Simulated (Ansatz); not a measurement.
Program: Ansatz. Geometries: PBE0-D4/def2-TZVP. ΔE: electronic, gas phase. CCSD(T)/CBS adds triple-zeta CCSD(T) − MP2 to the extrapolated MP2 energy (def2 sets, frozen cores). This one scheme is used for every species. Functionals use def2-TZVPP. B3LYP here is the variant with VWN-RPA as its local correlation; programs differ in this. HSE06 is defined as in plane-wave codes. Each species was taken in one conformer, which may not be the lowest.

`O[Si](O)(O)[O][Al]([F])[Cl]` + HCl → `O[Si](O)(O)Cl` + `[OH][Al]([F])[Cl]`  (ligand exchange at the Si–O bond)

```tsv
level	ΔE (kcal/mol)	difference from CCSD(T)/CBS
LDA (SPW92)	5.8	-2.6
PBE-D4	4.9	-3.5
revPBE-D4	4.7	-3.7
BLYP-D4	7.3	-1.1
r2SCAN-D4	6.9	-1.5
B97M-V	7.6	-0.8
PBE0-D4	6.4	-2.0
r2SCANh-D4	7.3	-1.1
r2SCAN0-D4	7.7	-0.7
HSE06-D4	6.3	-2.1
CAM-B3LYP-D4	9.4	1.0
ωB97X-V	7.5	-0.9
ωB97M-V	7.4	-1.0
B2PLYP	7.9	-0.5
PBE-QIDH	7.2	-1.2
PBE	4.3	-4.1
revPBE	3.8	-4.6
BLYP	6.4	-2.0
PBE0	5.7	-2.7
B3LYP	7.5	-0.9
r2SCANh	6.9	-1.5
r2SCAN0	7.3	-1.1
HSE06	5.6	-2.8
BHLYP	9.2	0.8
CAM-B3LYP	8.6	0.2
LC-ωPBE	6.8	-1.6
RPA@PBE/def2-TZVPP	10.0	1.6
HF/def2-SVP	11.6	3.2
MP2/def2-SVP	9.5	1.1
CCSD/def2-SVP	10.8	2.4
CCSD(T)/def2-SVP	10.5	2.1
SCS-MP2/def2-TZVPP	8.9	0.5
CCSD/def2-TZVPP	9.9	1.5
CCSD(T)/def2-TZVPP	9.4	1.0
HF/def2-QZVPP	11.3	2.9
MP2/def2-QZVPP	7.5	-0.9
SCS-MP2/def2-QZVPP	8.5	0.1
HF/CBS(def2)	11.4	3.0
MP2/CBS(def2)	7.0	-1.4
CCSD/CBS(def2)	9.0	0.6
CCSD(T)/CBS	8.4	0
```

Largest T1 diagnostic among the species: 0.011.

Leaving LDA and LC-ωPBE aside and taking each functional with its dispersion term where it has one, the values, not all of them listed here, spread over 5.4 kcal/mol, from revPBE-D4 to BHLYP-D4. LDA lies +1.5 kcal/mol from PBE without D4. The D4 term adds +0.9 kcal/mol with B3LYP and +0.7 kcal/mol with PBE0; it sums over pairs of atoms, weighted by their polarisabilities, and B3LYP, whose exchange is more repulsive, gets the larger term.
